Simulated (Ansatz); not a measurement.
Born–Oppenheimer molecular dynamics of CH7BClFSi2 (13 atoms, charge 0, multiplicity 1). It goes on from the last frame of an earlier run, with new velocities.

Computed with RKS PBE/STO-3G in Ansatz 0.2.0.

| Item | Value |
| --- | --- |
| ensemble | NVT, Nosé–Hoover chain |
| time step | 0.5 fs |
| steps asked | 166 |
| set temperature | 500 K |
| thermostat | time constant 100 fs, chain length 3 (defaults) |
| seed | 529005 |

First frame:

```xyz
13
Properties=species:S:1:pos:R:3
F 1.742 -2.035 -0.008
C 1.600 -0.731 -0.226
Cl 0.565 -0.391 -2.136
B 0.116 0.029 -0.184
Si 0.124 2.004 0.100
Si -1.407 -0.951 0.523
H 2.581 -0.306 -0.495
H 0.644 2.822 -1.018
H 0.838 2.508 1.293
H -1.281 2.447 0.124
H -2.728 -0.414 0.262
H -1.362 -2.384 0.176
H -1.300 -0.956 2.032
```

(1) How far do the bonds stretch over the last three quarters of this one trajectory? (Pairs bonded in most of those frames.)

Answers

(1) 
```json
{"bond": "F1–C2", "mean (Å)": "1.363", "spread (Å)": "0.059", "shortest": "1.28", "longest": "1.46"}
{"bond": "C2–Cl3", "mean (Å)": "2.082", "spread (Å)": "0.049", "shortest": "1.99", "longest": "2.15"}
{"bond": "C2–B4", "mean (Å)": "1.585", "spread (Å)": "0.035", "shortest": "1.50", "longest": "1.66"}
{"bond": "C2–H7", "mean (Å)": "1.137", "spread (Å)": "0.047", "shortest": "1.06", "longest": "1.20"}
{"bond": "Cl3–B4", "mean (Å)": "2.144", "spread (Å)": "0.030", "shortest": "2.04", "longest": "2.17"}
{"bond": "B4–Si5", "mean (Å)": "1.996", "spread (Å)": "0.047", "shortest": "1.92", "longest": "2.06"}
{"bond": "B4–Si6", "mean (Å)": "1.976", "spread (Å)": "0.052", "shortest": "1.87", "longest": "2.06"}
{"bond": "Si5–H8", "mean (Å)": "1.461", "spread (Å)": "0.031", "shortest": "1.41", "longest": "1.51"}
{"bond": "Si5–H9", "mean (Å)": "1.460", "spread (Å)": "0.013", "shortest": "1.44", "longest": "1.48"}
{"bond": "Si5–H10", "mean (Å)": "1.457", "spread (Å)": "0.011", "shortest": "1.44", "longest": "1.48"}
{"bond": "Si6–H11", "mean (Å)": "1.461", "spread (Å)": "0.015", "shortest": "1.43", "longest": "1.49"}
{"bond": "Si6–H12", "mean (Å)": "1.462", "spread (Å)": "0.027", "shortest": "1.42", "longest": "1.50"}
{"bond": "Si6–H13", "mean (Å)": "1.470", "spread (Å)": "0.062", "shortest": "1.38", "longest": "1.56"}
```

Mean temperature of the second half: 368 K. The conserved energy stayed within 0.18 meV per atom of its start (net change 0.14 meV per atom), so the integration is sound. The mean temperature of the second half is 26 % below the set value. A run of 0.083 ps of so small a system gives no equilibrium averages. Limits of this set-up: minimal basis.

Time of the run: 6.5 min on 1 thread of Arm Neoverse V2, on a shared host, peak memory 0.089 GiB.
